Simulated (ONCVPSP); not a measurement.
## What the settings do to the ONCV potential of Sc (Z = 21)

Base potential:

| Property | Result |
| --- | --- |
| Element | Sc |
| Generator | ONCVPSP 4.0.1 |
| Type | optimised norm-conserving Vanderbilt (ONCV) |
| Functional | LDA (Perdew-Zunger) |
| Relativity | scalar-relativistic |
| Frozen core | [Ne] |
| Valence charge | 11 |
| Reference configuration | 3s2 3p6 3d1 (charge +2) |
| Partial waves | 3s: rc 1.05 bohr, ncon 4, nbas 8, qcut 7.1 1/bohr, 2 projectors, debl 3 Ha; 3p: rc 1.60 bohr, ncon 4, nbas 9, qcut 11 1/bohr, 2 projectors, debl 3.7 Ha; 3d: rc 1.45 bohr, ncon 4, nbas 9, qcut 8.5 1/bohr, 1 projector |
| Local potential | polynomial inside 0.85 bohr (lpopt 2, dvloc0 6 Ha) |
| Core correction | Teter function fitted to the true core (icmod 2), fcfact 0.2 |

Cutoffs, loose and tight: the cutoffs (Ha) at which the residual kinetic energy of the hardest occupied pseudo-wave falls to 1 and 0.1 mHa per electron. They do not see the model core or the augmentation charge, which bear on the density cutoff. Test errors are all-electron minus pseudo excitation energies from the reference, over the configurations 3s2 3p6 3d1 4s2; 3s2 3p6 3d1 4s1; 3s2 3p6 3d0; 3s2 3p6 3d2 4s1. A dash means not determined; rows that change the core or the reference have their own tests.

A true bound ghost makes a file unfit for plane-wave use even where its test errors are small: the radial tests pick states by their node count and pass the ghost by.

```csv
change,outcome,"cutoff, loose","cutoff, tight",bound ghosts,GHOST(+) flags above zero,largest test error (meV)
base,generated,50 Ha,147 Ha,none,none,+41
s: qcut 8; p: qcut 12.5; d: qcut 9.6,generated,36 Ha,90 Ha,none,none,+31
"core [Ar], valence charge 3; reference 3d1 4s2; waves now 4s: rc 2.50 bohr, ncon 4, nbas 8, qcut 3.2 1/bohr, 2 projectors, debl 0.6 Ha; p scattering state at 0.39 Ha: rc 2.45 bohr, ncon 5, nbas 9, qcut 4 1/bohr, 3 projectors, debl 1.4 Ha; 3d: rc 2.60 bohr, ncon 4, nbas 9, qcut 5.3 1/bohr, 1 projector; local potential polynomial inside 2.40 bohr (lpopt 5, dvloc0 6 Ha)",generated,12 Ha,14 Ha,"s, p",none,+213
non-relativistic,generated,48 Ha,146 Ha,none,none,+41
"all radii but the core radius scaled by about 1.35 (s 1.42, p 2.16, d 1.94 bohr); local potential polynomial inside 1.14 bohr (lpopt 2, dvloc0 6 Ha)","generated, projector energies reset by the program",30 Ha,36 Ha,none,none,+107
"core correction Teter function fitted to the true core (icmod 2), fcfact 0.22",generated,50 Ha,147 Ha,none,none,+41
d: qcut 9,generated,50 Ha,147 Ha,none,none,+37
```

What comes out with this change to the base: s: qcut 5.3?

outcome: generated; cutoff, loose: 145 Ha; cutoff, tight: 169 Ha; bound ghosts: none; GHOST(+) flags above zero: none; largest test error (meV): +41.
